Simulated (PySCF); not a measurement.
1,1-dichlorobuta-1,3-diene (C4H4Cl2), SMILES C=CC=C(Cl)Cl. Atoms are numbered in the order given.

```xyz
10

C     -0.4643    -3.2593     0.0000
C      0.1140    -2.0460     0.0000
C     -0.6355    -0.8033     0.0000
C     -0.1073     0.4358     0.0000
Cl     1.6005     0.7537     0.0000
Cl    -1.1006     1.8587     0.0000
H     -1.5525    -3.3748     0.0000
H      0.1343    -4.1729     0.0000
H      1.2046    -1.9632     0.0000
H     -1.7273    -0.8640     0.0000
```

Geometry optimised at B3LYP-D3(BJ)/def2-SVP. Other conformers were not sampled.

Vertical ionisation energy (IE) and electron affinity (EA) in eV. Rows of orbital energies are one-electron estimates. Where ΔSCF, EOM or ADC give a negative EA the extra electron is unbound and the value depends on the basis.

```tsv
level	IE	EA
−ε(HOMO), −ε(LUMO), ωB97X/def2-TZVP (PySCF)	8.97	-0.57
−ε(HOMO), −ε(LUMO), PBE/def2-TZVP (PySCF)	5.78	2.32
```
